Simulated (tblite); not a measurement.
Cl₆OSi₂, triplet, at the geometry of the source list (a higher spin typed on purpose: for a closed-shell molecule this is an excited state); GFN1-xTB in tblite 0.6.0.

The tblite input:
```
$ tblite run mol.xyz --method gfn1 --charge 0 --spin 2 --grad --json tblite.json --no-restart

# file mol.xyz
9

Cl     2.23640000     0.15700000    -1.77530000
Si     1.55660000     0.37630000     0.08960000
Cl     2.60640000    -0.68730000     1.41080000
Cl     1.41240000     2.30080000     0.60510000
O      0.06070000    -0.26030000     0.12470000
Si    -1.54590000    -0.42240000    -0.06750000
Cl    -2.02330000     0.31910000    -1.85990000
Cl    -2.41290000     0.59980000     1.41280000
Cl    -1.89040000    -2.38310000     0.05970000
```

Output, abridged:

```
xTB calculator
 | screened Coulomb repulsion
 | Coulomb electrostatics
 |  * isotropic Klopman-Ohno-Mataga-Nishimoto electrostatics
 |  * onsite third-order electrostatics
 | DFT-D3(BJ) dispersion correction

halogen bonding energy    0.0000000000000E+00 Eh
repulsion energy          1.3111625826414E-01 Eh
dispersion energy        -8.6022047929960E-03 Eh
number of electrons       5.6000000000000E+01 e
integral cutoff           2.8146159136829E+01 bohr

------------------------------------------------------------
  cycle        total energy    energy error   density error
------------------------------------------------------------
      1     -34.06235489275  -3.4184869E+01   5.5461773E-01
      2     -34.17103417812  -1.0867929E-01   3.1112537E-01
      3     -34.05905426465   1.1197991E-01   1.3910411E-01
      4     -34.01192233617   4.7131928E-02   1.3881870E-01
      5     -34.07224552332  -6.0323187E-02   1.1964194E-01
      6     -34.16775205401  -9.5506531E-02   3.4106294E-02
      7     -34.15603294562   1.1719108E-02   4.0300761E-02
      8     -34.07283901192   8.3193934E-02   1.0659901E-01
      9     -34.17383292881  -1.0099392E-01   4.0300988E-03
     10     -34.16136386794   1.2469061E-02   3.5783042E-02
     11     -34.16747926294  -6.1153950E-03   2.6100913E-02
     12     -34.17382854844  -6.3492855E-03   1.7502512E-03
     13     -34.17377682436   5.1724077E-05   2.8884741E-03
     14     -34.17383104761  -5.4223244E-05   1.7586166E-03
     15     -34.17386164915  -3.0601543E-05   9.0616686E-05
     16     -34.17386165612  -6.9674329E-09   4.3856530E-05
     17     -34.17386165048   5.6352079E-09   4.9200368E-05
     18     -34.17386166403  -1.3546661E-08   2.9885518E-05
     19     -34.17386163796   2.6069969E-08   5.8996066E-05
     20     -34.17386167055  -3.2591501E-08   9.3096203E-06
------------------------------------------------------------

electronic energy        -3.4296375724020E+01 Eh
total energy             -3.4173861670549E+01 Eh

Post processing:
 | Mayer-Wiberg bond orders

[Info] Tight-binding results written to 'tblite.txt'
[Info] JSON dump of results written to 'tblite.json'
```
